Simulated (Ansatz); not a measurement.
Start from `F[SiH](F)C[O][AlH2]` and change one atom or group to get `F[SiH2]C[SiH](F)F`.

Ansatz, PBE0-D4/def2-TZVP geometries, multiplicity 1. Each molecule was computed in one conformer, which needn't be the lowest.

```csv
property,`F[SiH](F)C[O][AlH2]`
HOMO–LUMO gap (PBE/def2-TZVPP) / eV,4.64
HOMO–LUMO gap (B3LYP/def2-TZVPP) / eV,6.39
HOMO energy (ωB97M-V/def2-TZVPP) / eV,-10.41
size of the dipole moment (PBE/def2-TZVPP) / D,2.01
HOMO energy (PBE0/def2-TZVPP) / eV,-8.09
LUMO energy (PBE/def2-TZVPP) / eV,-2.04
```

Task: Give the same properties after the change, and the shifts. (An estimate is asked.)

Result: Ansatz gave: 
| property | `F[SiH2]C[SiH](F)F` | shift |
| --- | --- | --- |
| HOMO–LUMO gap (PBE/def2-TZVPP) / eV | 7.01 | 2.37 |
| HOMO–LUMO gap (B3LYP/def2-TZVPP) / eV | 8.87 | 2.48 |
| HOMO energy (ωB97M-V/def2-TZVPP) / eV | -11.52 | -1.11 |
| size of the dipole moment (PBE/def2-TZVPP) / D | 1.53 | -0.48 |
| HOMO energy (PBE0/def2-TZVPP) / eV | -9.31 | -1.22 |
| LUMO energy (PBE/def2-TZVPP) / eV | -0.89 | 1.15 |

With PBE0 the HOMO falls by 1.22 eV and the LUMO rises by 1.27 eV, so the gap widens by about 2.49 eV. PBE moves the HOMO by -1.22 eV and ωB97M-V by -1.11 eV. Dipoles are sizes alone; their direction can turn.

B3LYP here is the variant with VWN-RPA as its local correlation; programs differ in this.
